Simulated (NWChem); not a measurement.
Species: BaF cation; SMILES [F][Ba+]

All runs: NWChem. Structure relaxed at the PBE0/def2-SVP level. def2 effective core potentials on Ba; no spin-orbit coupling. Vertical excitations in the gas phase.

Question: Estimate the computed values for B3LYP/def2-SVP, TDA. Quantities: lowest excitation, singlet (eV); orbital gap (eV).

Answer: The lowest excitation, singlet (eV) is 5.95 and the orbital gap (eV) is 6.94.
